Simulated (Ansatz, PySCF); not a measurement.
Gas-phase reaction in SMILES: c1ccsc1 + 7 [H][H] (H2) -> 4 C (CH4) + S (H2S)
Each molecule is optimised on its own at B3LYP-D3(BJ)/def2-TZVP (Ansatz, an electronic-structure program). Unstable Hartree-Fock reference: c1ccsc1.

Property: energy of full hydrogenation (0 K, with B3LYP-D3(BJ) harmonic zero-point energies from PySCF), in kJ/mol. Valence correlation only, unless marked. Spin-orbit coupling is left out. No relativistic terms. Basis-set limits of correlation are two-point, X^-3; Hartree-Fock from the larger set. The bracket is a focal-point correction in the basis named.

RI-MP2/CBS(cc-pV(T+d)Z,cc-pV(Q+d)Z)+[CCSD(T)-MP2]/cc-pV(T+d)Z (Ansatz) gives -414.2 kJ/mol.

Problem. Another calculation gave -474.0 kJ/mol. Which level was it?
A. PBE/def2-TZVPD (Ansatz)
B. wB97M-V/def2-TZVPD (Ansatz)
C. wB97X/def2-TZVPD (Ansatz)
D. HF/def2-TZVPD (PySCF)

Solution. C, wB97X/def2-TZVPD (Ansatz). The others give -401.3 (PBE), -514.8 (HF), -426.2 (wB97M-V) kJ/mol.
